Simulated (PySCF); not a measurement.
Run record: excited-state job, `CN(C)C(=O)C=O`.

Computed with TDDFT PBE0/def2-SVPD, vertical, gas phase, core orbitals frozen in the response (PySCF 2.14.0, density-fitted response routines). Geometry: GFN2-xTB. A driver script takes a list of jobs; this job's settings line and coordinates (Å) are shown.

Input:
```
{"job": {"kind": "uv", "xc": "PBE0", "basis": "def2-SVPD", "nstates": 8, "ntriplets": 3}, "charge": 0, "multiplicity": 1}
C     -1.245457    -1.243346    -0.084569
N     -0.267336    -0.181299    -0.160765
C     -0.763814     1.142396     0.126409
C      1.016470    -0.501441    -0.408151
O      1.395777    -1.645030    -0.615818
C      2.062729     0.597082    -0.431090
O      2.019757     1.659689     0.125043
H     -2.027586    -1.088161    -0.829944
H     -1.698453    -1.268647     0.908141
H     -0.741638    -2.188070    -0.278297
H     -1.784615     1.222402    -0.248873
H     -0.770347     1.328135     1.204191
H     -0.153108     1.906241    -0.346968
H      2.956944     0.259577    -0.986456
```

Give the output.

```
coarse grid: 11920 points
cycle   1  E = -360.8890778420  dE =  1.144e+00  |g| = 1.045e+00  |ddm| = 5.281e+00
cycle   2  E = -359.9477440043  dE =  9.413e-01  |g| = 2.414e+00  |ddm| = 3.926e+00
cycle   3  E = -361.1083507476  dE = -1.161e+00  |g| = 1.664e-01  |ddm| = 2.899e+00
cycle   4  E = -361.1081491245  dE =  2.016e-04  |g| = 1.785e-01  |ddm| = 3.758e-01
cycle   5  E = -361.1143650107  dE = -6.216e-03  |g| = 3.671e-02  |ddm| = 1.887e-01
cycle   6  E = -361.1146668528  dE = -3.018e-04  |g| = 6.798e-03  |ddm| = 5.287e-02
cycle   7  E = -361.1146749042  dE = -8.051e-06  |g| = 3.155e-03  |ddm| = 1.034e-02
final grid: 115848 points
cycle   8  E = -361.1741747179  dE =  3.250e-06  |g| = 1.720e-02  |ddm| = 1.146e-01
cycle   9  E = -361.1739644992  dE =  2.102e-04  |g| = 3.665e-02  |ddm| = 5.359e-02
cycle  10  E = -361.1742347190  dE = -2.702e-04  |g| = 2.570e-03  |ddm| = 3.605e-02
cycle  11  E = -361.1742360627  dE = -1.344e-06  |g| = 6.235e-04  |ddm| = 3.149e-03
cycle  12  E = -361.1742361299  dE = -6.720e-08  |g| = 2.063e-04  |ddm| = 8.566e-04
cycle  13  E = -361.1742361381  dE = -8.169e-09  |g| = 8.472e-05  |ddm| = 3.391e-04
cycle  14  E = -361.1742361396  dE = -1.489e-09  |g| = 1.737e-05  |ddm| = 1.071e-04
cycle  15  E = -361.1742361396  dE = -6.219e-11  |g| = 4.983e-06  |ddm| = 3.078e-05
converged SCF energy = -361.1742361396

Static polarisability (au): isotropic 63.875, principal 45.450 69.808 76.366

Singlet excitations
state   eV       nm        f      main configurations
  1   3.2985    375.9   0.00074   H->L 0.50, H-1->L 0.46
  2   4.3685    283.8   0.05163   H-1->L 0.53, H->L 0.39
  3   4.7780    259.5   0.00694   H-2->L 0.87, H->L 0.09
  4   6.7494    183.7   0.02246   H->L+1 0.79, H-1->L+1 0.14
  5   6.8806    180.2   0.00819   H-1->L+1 0.55, H->L+2 0.20, H-1->L+2 0.10
  6   7.1191    174.2   0.00097   H-1->L+1 0.27, H->L+2 0.18, H->L+1 0.15
  7   7.5860    163.4   0.10402   H->L+2 0.39, H-3->L 0.27, H-1->L+2 0.25
  8   7.6828    161.4   0.00327   H-4->L 0.72, H-3->L 0.13

Triplet excitations (Tamm-Dancoff, eV): 2.6949 3.3417 4.2206
```

The SCF starts on a coarse grid where the log names one; the energy can jump when the final grid takes over, and dE then counts from the start density on the new grid. H and L stand for HOMO and LUMO; the number after each pair is its weight.

Which computed singlet has the largest oscillator strength, and what do all of them sum to?

State 7 at 7.59 eV (163 nm), f = 0.104; the 8 states sum to 0.198.

Main results: HOMO -7.44 eV, LUMO -2.19 eV; lowest singlet 3.30 eV; lowest triplet 2.69 eV (Tamm–Dancoff); mean polarisability 63.9 au.

The run took 48 s wall on one thread, Arm Neoverse N1, shared host.

One conformer stands for the species.
Labels such as C1 count atoms from 1, the log's own numbers from 0.
